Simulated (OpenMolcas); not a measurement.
# Exact exchange and the dipole moment of TiO2

TiO2 has 3 atoms, charge 0, and is taken as a singlet. As SMILES, `[O]=[Ti]=[O]`. The shape is that of a PBE0-D4/def2-TZVP optimisation.

The dipole moment y, in D, basis aug-cc-pVDZ; a is the functional's share of exact exchange. Programs: OpenMolcas 26.06.

```
functional     program     a  y (D)
    r2SCAN  OpenMolcas     0   6.59
      BLYP  OpenMolcas     0   6.31
     B3LYP  OpenMolcas   0.2      ?
      PBE0  OpenMolcas  0.25   6.72
     BHLYP  OpenMolcas   0.5   7.12
```

Problem. Fit y = c + s·a to the known rows and predict B3LYP.

Solution. 
1. Means of the 4 rows: a = 0.1875, y = 6.685.
2. Σ(Δa)² = 0.17188, Σ(Δa·Δy) = 0.22625, so the slope is 0.22625/0.17188 = 1.3163.
3. Intercept: 6.685 − (1.3163) × 0.1875 = 6.438. The largest residual of the fit is 0.15.
4. B3LYP: 6.438 + (1.3163) × 0.2 = 6.70 D.

The run gave 6.65 D, so the prediction is off by +0.05 D, within the scatter of the fit. More exact exchange makes the molecule more polar here. The rows mix families of semi-local functionals, which the line can't see.
